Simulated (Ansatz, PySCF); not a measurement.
This PySCF input computes a B3LYP/def2-TZVPD energy:

```python
from pyscf import gto, scf, dft

mol = gto.M(
    atom='''
    Si   -0.95498657   -0.70182475   -0.74032531
    N     0.55188036   -0.01816519    0.15042733
    C     0.94897049    1.33214238   -0.37816308
    H     1.13945808    1.25966088   -1.44629239
    H     0.13619169    2.03062229   -0.19231380
    H     1.84621353    1.66839094    0.13671936
    C     0.35518307    0.01050901    1.64069807
    H    -0.47015645    0.68103168    1.86925344
    H     0.12762793   -0.99243886    1.99390274
    H     1.26440883    0.37342833    2.11483959
    H    -0.55049032   -0.71466296   -2.15187404
    H    -1.99953801    0.27507066   -0.40803101
    H    -1.14146779   -2.03004203   -0.14256664
    H     1.32948061   -0.65426644   -0.03728414
    ''',
    basis='def2-tzvpd',
    charge=1,
    spin=0,
    verbose=4,
)

mf = dft.RKS(mol, xc='b3lyp').density_fit(auxbasis='def2-universal-jkfit')
mf.grids.level = 3
mf.conv_tol = 1e-9
mf.max_cycle = 100
mf.max_memory = 1500
mf.kernel()
if not mf.converged:
    mf = mf.newton()
    mf.kernel(mf.make_rdm1())
mf.analyze()
```

**Question.** Write an input for the same energy in Ansatz (a first-principles code) and say what it gives.

**Answer.** 
Ansatz 0.2 input:
```yaml
crystal:
  periodic: [false, false, false]
  atoms:
    - {symbol: Si, position_ang: [-0.95498657, -0.70182475, -0.74032531]}
    - {symbol: N, position_ang: [0.55188036, -0.01816519, 0.15042733]}
    - {symbol: C, position_ang: [0.94897049, 1.33214238, -0.37816308]}
    - {symbol: H, position_ang: [1.13945808, 1.25966088, -1.44629239]}
    - {symbol: H, position_ang: [0.13619169, 2.03062229, -0.19231380]}
    - {symbol: H, position_ang: [1.84621353, 1.66839094, 0.13671936]}
    - {symbol: C, position_ang: [0.35518307, 0.01050901, 1.64069807]}
    - {symbol: H, position_ang: [-0.47015645, 0.68103168, 1.86925344]}
    - {symbol: H, position_ang: [0.12762793, -0.99243886, 1.99390274]}
    - {symbol: H, position_ang: [1.26440883, 0.37342833, 2.11483959]}
    - {symbol: H, position_ang: [-0.55049032, -0.71466296, -2.15187404]}
    - {symbol: H, position_ang: [-1.99953801, 0.27507066, -0.40803101]}
    - {symbol: H, position_ang: [-1.14146779, -2.03004203, -0.14256664]}
    - {symbol: H, position_ang: [1.32948061, -0.65426644, -0.03728414]}
basis:
  gaussian:
    orbitals: def2-TZVPD
hamiltonian:
  xc: {name: B3LYP}
total_charge: 1
output: {forces: true}
```
It gives -426.32562 Eh, and PySCF -426.32577 Eh, a difference of 0.15 mEh, from the treatment of integrals and grids.

It need not be the lowest isomer of its formula.
